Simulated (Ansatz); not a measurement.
`[SiH3][Se][GeH3]` + `NN[SiH3]` → `NN([SiH3])[SiH3]` + `[GeH3][SeH]` at 700 K and 1 bar (ligand exchange at the Si–Se bond).

Isolated molecules relaxed with PBE0-D4/def2-TZVP in Ansatz; ΔE leaves out vibrations. CCSD(T)/CBS adds triple-zeta CCSD(T) − MP2 to the extrapolated MP2 energy (def2 sets, frozen cores). For Ge, Se outer-core shells are correlated without core-valence functions, which leaves a few kJ/mol of doubt a bond. Scalar relativity is left out up to krypton. Each species was taken in one conformer, which may not be the lowest.

```tsv
species	CCSD(T)/CBS energy (Eh)	H − E (kJ/mol)	S (J/(mol·K))
`[SiH3][Se][GeH3]`	-4769.53721	203.6	476.5
`NN[SiH3]`	-402.05945	240.3	394.0
`NN([SiH3])[SiH3]`	-692.36045	304.4	475.2
`[GeH3][SeH]`	-4479.23116	131.0	372.1
```

H − E and S are ideal-gas, rigid-rotor, harmonic terms from PBE0-D4/def2-TZVP, for one conformer and one mirror image of each species. 1 Eh = 2625.50 kJ/mol, R = 8.31446 J/(mol·K).

Q: By hand: ΔE, ΔH, ΔS and ΔG.

A: ΔE = (-692.36045) + (-4479.23116) − (-4769.53721) − (-402.05945) = 0.00505 Eh = 13.3 kJ/mol. Δ(H − E) = 304.4 + 131.0 − 203.6 − 240.3 = -8.5, so ΔH = 4.8 kJ/mol. ΔS = 475.2 + 372.1 − 476.5 − 394.0 = -23.2 J/(mol·K). ΔG = 4.8 − 700 × (-23.2)/1000 = 21.0 kJ/mol.

Q: By hand: the equilibrium constant, and the temperature at which ΔG would vanish if ΔH and ΔS stayed fixed.

A: log₁₀ K = −ΔG/(RT ln 10) = -1.6. ΔH and −TΔS have one sign here, so there is no such temperature. One of them is within its doubt of zero, so this could turn.

TΔS isn't small against ΔH here. A doubt of 5 kJ/mol in ΔE shifts log₁₀ K by 0.4 here. Other conformers and mirror images would add mixing entropy, several J/(mol·K) or more a flexible species. Modes under 60 cm⁻¹, often nearly free rotors, make the harmonic entropy too high. These are equilibria of isolated gas molecules and say nothing of rates. Largest T1 diagnostic: 0.011 (customary marks: 0.02 for closed shells, 0.045 for open ones).
